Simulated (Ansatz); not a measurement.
Born–Oppenheimer molecular dynamics of C$_{2}$H$_{10}$AlNSi (15 atoms, charge 0, multiplicity 1). It starts from a rough guess of a transition structure, not a stationary point.

Level of theory: Ansatz 0.2.0, UKS PBE/STO-3G.

```json
{"ensemble": "NVE (velocity Verlet)", "time step": "0.5 fs", "steps asked": "150", "starting velocities drawn for": "1000 K", "seed": "273373"}
```

First frame:

```xyz
15
Properties=species:S:1:pos:R:3
Al -0.495 0.206 0.586
Si 2.110 -0.537 0.626
N -0.367 0.032 -1.168
C -0.722 0.016 -2.565
H 0.874 -0.251 -0.760
C -1.584 0.608 2.230
H 3.126 0.280 -0.071
H 2.590 -0.516 2.019
H 2.398 -1.926 0.212
H -0.517 -0.962 -3.016
H -0.180 0.783 -3.131
H -1.790 0.213 -2.664
H -0.984 0.566 3.147
H -2.405 -0.113 2.356
H -2.052 1.600 2.198
```

(1) What does the run give?

(2) What happens to the structure?

(3) How do temperature and energy run in time?

Results:

(1) All steps were run.

```yaml
steps_done: 150
time_covered: 75 fs
mean_temperature_over_the_second_half: 1830 K
spread_of_the_potential_energy_over_the_second_half: 33.5 meV per atom
mean_potential_energy_of_the_second_half_above_the_start: -93.1 meV per atom
```

The conserved energy stayed within 1.9 meV per atom of its start (net change -1 meV per atom), so there is no drift, though single steps change it by up to 31 meV in the whole system, a sign of fast motions only just resolved. The kinetic energy rose, since the run started high on the potential surface and went downhill. A run of 0.075 ps of so small a system gives no equilibrium averages. The orbitals were unrestricted but ended closed-shell. Limits of this set-up: minimal basis.

(2) The planned step would form Si2–H5 and break Al1–Si2, N3–H5. These pairs go: Si2–H5 1.88 → 4.35 Å, Al1–Si2 2.71 → 2.50 Å, N3–H5 1.34 → 1.07 Å. In the last frame they stand as before the step (other bonds may differ from the relaxed reactants and products). These pairs come and go: their bonding changes 15 times, last at 74 of 75 fs, so the outcome isn't settled. It ends as one piece, C2H10AlNSi. Pairs count as bonded within 1.25 times the sum of covalent radii (0.12 Å more for H–H). This is one draw of velocities; another would differ in detail.

(3) 
| time (fs) | T (K) | potential energy less start (eV) | conserved less start (meV/atom) |
| --- | --- | --- | --- |
| 0 | 1000 | 0.000 | 0.00 |
| 2.5 | 859 | 0.243 | 0.44 |
| 5 | 1145 | -0.250 | -0.41 |
| 7.5 | 1377 | -0.646 | -0.80 |
| 10 | 984 | 0.031 | 0.26 |
| 12.5 | 1211 | -0.351 | 0.29 |
| 15 | 1508 | -0.868 | -0.91 |
| 17.5 | 1683 | -1.163 | -1.04 |
| 20 | 1492 | -0.826 | 0.06 |
| 22.5 | 1381 | -0.632 | 0.55 |
| 25 | 2069 | -1.816 | -1.30 |
| 27.5 | 2160 | -1.966 | -1.14 |
| 30 | 1847 | -1.422 | 0.17 |
| 32.5 | 1525 | -0.876 | 0.38 |
| 35 | 1936 | -1.589 | -1.12 |
| 37.5 | 1625 | -1.055 | -0.31 |
| 40 | 1915 | -1.536 | 0.04 |
| 42.5 | 1603 | -1.006 | 0.43 |
| 45 | 2204 | -2.037 | -0.96 |
| 47.5 | 1673 | -1.125 | 0.40 |
| 50 | 1837 | -1.405 | 0.10 |
| 52.5 | 1637 | -1.065 | 0.39 |
| 55 | 2334 | -2.259 | -1.13 |
| 57.5 | 1987 | -1.658 | 0.02 |
| 60 | 2237 | -2.080 | -0.10 |
| 62.5 | 1635 | -1.059 | 0.54 |
| 65 | 2156 | -1.961 | -1.24 |
| 67.5 | 1543 | -0.914 | -0.04 |
| 70 | 1629 | -1.056 | 0.07 |
| 72.5 | 1269 | -0.448 | 0.32 |
| 75 | 1675 | -1.149 | -1.00 |

Time of the run: 9.2 min on 1 thread of Arm Neoverse V2 (shared host), peak memory 0.13 GiB.
